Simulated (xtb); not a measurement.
H₈NSi₂, charge +1, singlet, from a rough starting geometry; GFN2-xTB in xtb 6.7.1.

The xtb input:
```
$ xtb mol.xyz --gfn 2 --chrg 1 --opt vtight --json

# file mol.xyz
11

Si     1.54621485     0.58108754    -0.05034578
N      0.12766630    -0.66895070    -0.06928515
Si    -1.61186015    -0.13861081     0.10525090
H      2.73501459    -0.14937523    -0.18989923
H      1.18002771     1.59845616    -1.05997754
H      1.36743908     1.15640131     1.38009402
H      0.35980468    -1.33377480     0.55461110
H      0.18990828    -1.03441704    -1.02360566
H     -1.82824528     0.80847780    -1.01963989
H     -1.68368693     0.40215739     1.44222885
H     -2.39141488    -1.36413254    -0.08235142
```

The log (banner, timings and long lists left out):

```
   ID    Z sym.   atoms
    1   14 Si     1, 3
    2    7 N      2
    3    1 H      4-11

           -------------------------------------------------
          |                Calculation Setup                |
           -------------------------------------------------

           -------------------------------------------------
          |                 G F N 2 - x T B                 |
           -------------------------------------------------

          ...................................................
          :                      SETUP                      :
          :.................................................:
          :  # basis functions                  32          :
          :  # atomic orbitals                  30          :
          :  # shells                           16          :
          :  # electrons                        20          :
          :  max. iterations                   250          :
          :  Hamiltonian                  GFN2-xTB          :
          :  restarted?                      false          :
          :  GBSA solvation                  false          :
          :  PC potential                    false          :
          :  electronic temp.          300.0000000     K    :
          :  accuracy                    1.0000000          :
          :  -> integral cutoff          0.2500000E+02      :
          :  -> integral neglect         0.1000000E-07      :
          :  -> SCF convergence          0.1000000E-05 Eh   :
          :  -> wf. convergence          0.1000000E-03 e    :
          :  Broyden damping             0.4000000          :
          :  net charge                          1          :
          :  unpaired electrons                  0          :
          ...................................................

 iter      E             dE          RMSdq      gap      omega  full diag
   1    -10.0624797 -0.100625E+02  0.756E+00    6.27       0.0  T
   2    -10.1814554 -0.118976E+00  0.658E+00    5.29       1.0  T
   3    -10.1859594 -0.450401E-02  0.494E+00    5.20       1.0  T
   4    -10.1876910 -0.173167E-02  0.790E-01    5.31       1.0  T
   5    -10.1878647 -0.173623E-03  0.112E-01    5.34       1.0  T
   6    -10.1878659 -0.121256E-05  0.412E-02    5.33       1.0  T
   7    -10.1878731 -0.723224E-05  0.377E-02    5.34       1.0  T
   8    -10.1878746 -0.155129E-05  0.475E-03    5.34       6.3  T
   9    -10.1878747 -0.129575E-07  0.140E-03    5.34      21.6  T
  10    -10.1878747 -0.198792E-08  0.649E-04    5.33      46.5  T
  11    -10.1878747 -0.116303E-08  0.311E-04    5.33      96.9  T

   *** convergence criteria satisfied after 11 iterations ***

         :::::::::::::::::::::::::::::::::::::::::::::::::::::
         ::                     SUMMARY                     ::
         :::::::::::::::::::::::::::::::::::::::::::::::::::::
         :: total energy             -10.070462649074 Eh    ::
         :: gradient norm              0.136123335954 Eh/a0 ::
         :: HOMO-LUMO gap              5.334854676873 eV    ::
         ::.................................................::
         :: SCC energy               -10.187870339230 Eh    ::
         :: -> isotropic ES            0.118978069776 Eh    ::
         :: -> anisotropic ES          0.000329317122 Eh    ::
         :: -> anisotropic XC         -0.004933306229 Eh    ::
         :: -> dispersion             -0.005138163784 Eh    ::
         :: repulsion energy           0.117407690156 Eh    ::
         :: add. restraining           0.000000000000 Eh    ::
         :: total charge               1.000000000000 e     ::
         :::::::::::::::::::::::::::::::::::::::::::::::::::::

      -----------------------------------------------------------
     |                   =====================                   |
     |                        A N C O P T                        |
     |                   =====================                   |
[...]
 * total energy  :   -10.0704626 Eh     change       -0.9455370E-10 Eh
 * total energy  :   -10.0828018 Eh     change       -0.1233918E-01 Eh
 * total energy  :   -10.0839141 Eh     change       -0.1112232E-02 Eh
 * total energy  :   -10.0841169 Eh     change       -0.2028565E-03 Eh
 * total energy  :   -10.0841819 Eh     change       -0.6497148E-04 Eh
 * total energy  :   -10.0841977 Eh     change       -0.1581459E-04 Eh
 * total energy  :   -10.0842033 Eh     change       -0.5638465E-05 Eh
 * total energy  :   -10.0842045 Eh     change       -0.1206497E-05 Eh
 * total energy  :   -10.0842047 Eh     change       -0.1190964E-06 Eh
 * total energy  :   -10.0842047 Eh     change       -0.2606130E-07 Eh
   *** GEOMETRY OPTIMIZATION CONVERGED AFTER 10 ITERATIONS ***
         :: total energy             -10.084204693131 Eh    ::
[...]
        11                         -0.4078732             -11.0988 (LUMO)
        12                         -0.3761154             -10.2346
        13                         -0.3757741             -10.2253
        14                         -0.3738159             -10.1720
        15                         -0.3670295              -9.9874
        16                         -0.3595295              -9.7833
        17                         -0.2773180              -7.5462
        18                         -0.2605013              -7.0886
        19                         -0.2564275              -6.9777
        20                         -0.2423977              -6.5960
        21                         -0.1408370              -3.8324
       ...                                ...                  ...
        30                          0.5774234              15.7125
      -------------------------------------------------------------
                  HL-Gap            0.2001468 Eh            5.4463 eV
             Fermi-level           -0.5079466 Eh          -13.8219 eV

     #   Z          covCN         q      C6AA      α(0)
     1  14 Si       3.592     0.523    97.659    18.988
     2   7 N        3.328    -0.383    29.886     8.119
     3  14 Si       3.592     0.523    97.659    18.988
     4   1 H        0.920    -0.011     3.252     2.820
     5   1 H        0.921    -0.012     3.284     2.834
     6   1 H        0.921    -0.012     3.284     2.834
     7   1 H        0.860     0.205     1.083     1.630
     8   1 H        0.860     0.205     1.083     1.630
     9   1 H        0.921    -0.012     3.284     2.834
    10   1 H        0.921    -0.012     3.284     2.834
    11   1 H        0.920    -0.011     3.252     2.820

 Mol. C6AA /au·bohr⁶  :       1435.588181
 Mol. C8AA /au·bohr⁸  :      55844.628727
 Mol. α(0) /au        :         66.331024

Wiberg/Mayer (AO) data.
largest (>0.10) Wiberg bond orders for each atom

 ---------------------------------------------------------------------------
     #   Z sym  total        # sym  WBO       # sym  WBO       # sym  WBO
 ---------------------------------------------------------------------------
     1  14 Si   3.396 --     6 H    0.903     5 H    0.903     4 H    0.900
                             2 N    0.687
     2   7 N    3.439 --     7 H    0.956     8 H    0.956     1 Si   0.687
                             3 Si   0.687
     3  14 Si   3.396 --    10 H    0.903     9 H    0.903    11 H    0.900
                             2 N    0.687
     4   1 H    1.000 --     1 Si   0.900
     5   1 H    1.000 --     1 Si   0.903
     6   1 H    1.000 --     1 Si   0.903
     7   1 H    0.958 --     2 N    0.956
     8   1 H    0.958 --     2 N    0.956
     9   1 H    1.000 --     3 Si   0.903
    10   1 H    1.000 --     3 Si   0.903
    11   1 H    1.000 --     3 Si   0.900
 ---------------------------------------------------------------------------

Topologies differ in total number of bonds
Writing topology from bond orders to xtbtopo.mol

molecular dipole:
                 x           y           z       tot (Debye)
 q only:       -0.001      -0.028      -0.003
   full:        0.073      -0.340      -0.062       0.897
molecular quadrupole (traceless):
                xx          xy          yy          xz          yz          zz
 q only:        7.212       2.486      -2.477      -0.387       0.234      -4.735
  q+dip:        3.911       1.322      -1.220      -0.224       0.172      -2.691
   full:        6.704       2.166      -1.693      -0.430       0.446      -5.011

optimized geometry written to: xtbopt.xyz

           -------------------------------------------------
          | TOTAL ENERGY              -10.084204693131 Eh   |
          | GRADIENT NORM               0.000042373148 Eh/α |
          | HOMO-LUMO GAP               5.446271879953 eV   |
           -------------------------------------------------
```
